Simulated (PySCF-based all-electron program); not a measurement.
## Force along the bond of AuGa, singlet

All-electron Kohn–Sham DFT on the free molecule, computed near the basis limit with an in-house program on PySCF integrals; Koelling–Harmon scalar relativity, no spin–orbit coupling, spin-restricted. Forces are good to about 0.002 eV/Å. A positive force pushes the atoms apart.

```tsv
r (Å)	PBE (eV/Å)
1.872	18.262
1.989	?
2.106	5.466
2.340	0.681
2.574	-1.043
```

Q: Fill in the missing PBE forces.

A: 1.989 Å: 10.329 eV/Å.

Q: Fit a Morse curve to the forces within 0.84 to 1.25 of the listed length with the smallest force. Where does the force vanish, what is the force constant, and what harmonic wavenumber follows with standard atomic masses?

A: PBE: 2.404 Å, 9.1 eV/Å², about 220 cm⁻¹. The points are far apart, so these are estimates.
